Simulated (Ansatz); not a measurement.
[WOF4]- (WOF₄⁻). Charge -1, multiplicity 2. Geometry r2SCAN-D4/def2-SVPD.

Cartesian coordinates in Å:
```
W 0.026 0.046 0.113
O 0.378 0.683 1.661
F 1.579 0.304 -1.028
F -0.759 1.460 -0.968
F -1.782 -0.670 0.139
F 0.558 -1.824 0.083
```

In the def2 sets W takes a core potential; there is no spin–orbit coupling. At PBE-D4/def2-SVPD, B97M-V/def2-TZVPD the highest occupied level of the charge -1 doublet lies above zero (up to 0.89 eV). By energy differences its removal costs 3.08 eV (vertical, to the charge 0 singlet, at CCSD(T)/def2-SVPD). No other spin state of charge -1 was run.

Q: Estimate the α-spin orbital energies around the gap (eV) in Ansatz with PBE-D4/def2-SVPD, B97M-V/def2-TZVPD, PBE0-D4/def2-SVPD, ωB97X-V/def2-TZVPD, ωB97M-V/def2-TZVPD.

A: 
| orbital | PBE-D4/def2-SVPD | B97M-V/def2-TZVPD | PBE0-D4/def2-SVPD | ωB97X-V/def2-TZVPD | ωB97M-V/def2-TZVPD |
| --- | --- | --- | --- | --- | --- |
| HOMO−5 | -4.39 | -4.85 | -6.36 | -8.83 | -8.81 |
| HOMO−4 | -4.33 | -4.82 | -6.26 | -8.66 | -8.63 |
| HOMO−3 | -3.79 | -4.30 | -5.90 | -8.38 | -8.36 |
| HOMO−2 | -3.79 | -4.13 | -5.52 | -7.86 | -7.82 |
| HOMO−1 | -3.73 | -4.13 | -5.52 | -7.86 | -7.82 |
| HOMO | 0.89 | 0.52 | -1.03 | -3.36 | -3.33 |
| LUMO | 2.79 | 3.08 | 3.59 | 4.95 | 4.34 |
| LUMO+1 | 2.79 | 3.08 | 3.59 | 4.97 | 4.38 |
| LUMO+2 | 3.41 | 3.35 | 4.03 | 4.97 | 4.38 |
| LUMO+3 | 3.89 | 3.80 | 4.60 | 5.09 | 4.45 |
| LUMO+4 | 4.41 | 3.93 | 4.89 | 6.16 | 5.66 |
| LUMO+5 | 4.56 | 3.93 | 5.09 | 6.16 | 6.02 |
| β HOMO | -3.59 | -4.10 | -5.59 | -7.91 | -7.88 |
| β LUMO | 2.32 | 2.68 | 3.27 | 4.95 | 4.34 |
